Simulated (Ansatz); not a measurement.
Isolated molecules relaxed with PBE0-D4/def2-TZVP in Ansatz; ΔE leaves out vibrations. CCSD(T)/CBS is the MP2 limit (def2-TZVPP, def2-QZVPP) plus CCSD(T) − MP2 in def2-TZVPP, frozen cores. DFT in def2-TZVPP. One conformer a species, not always the lowest.

Reaction (ligand exchange at the Si–C bond): `[SiH3]CC(Cl)Cl` + `C=CN[SiH2]Cl` → `C=CN([SiH3])[SiH2]Cl` + `CC(Cl)Cl`

| level | ΔE (kJ/mol) |
| --- | --- |
| PBE-D4 | -37.2 |
| ωB97X-V | -45.3 |
| MP2/def2-TZVPP | -51.6 |
| SCS-MP2/def2-TZVPP | -51.1 |
| CCSD/def2-TZVPP | -48.0 |
| MP2/def2-QZVPP | -51.9 |
| HF/CBS(def2) | -47.1 |
| CCSD/CBS(def2) | -48.0 |

What does CCSD(T)/CBS give? (Estimate.)

The calculation gave: -48.6 kJ/mol. The listed levels differ from it by 11.4, 3.3, -3.0, -2.5, 0.6, -3.3, 1.5, 0.6 kJ/mol.

Largest T1 diagnostic among the species: 0.011.

The D4 term adds −8.1 kJ/mol with B3LYP and −4.2 kJ/mol with PBE0; it sums over pairs of atoms, weighted by their polarisabilities, and B3LYP, whose exchange is more repulsive, gets the larger term. From PBE to PBE0 (25 % exact exchange), in def2-TZVPP and without D4, ΔE moves by −4.8 kJ/mol.

B3LYP here is the variant with VWN-RPA as its local correlation; programs differ in this.
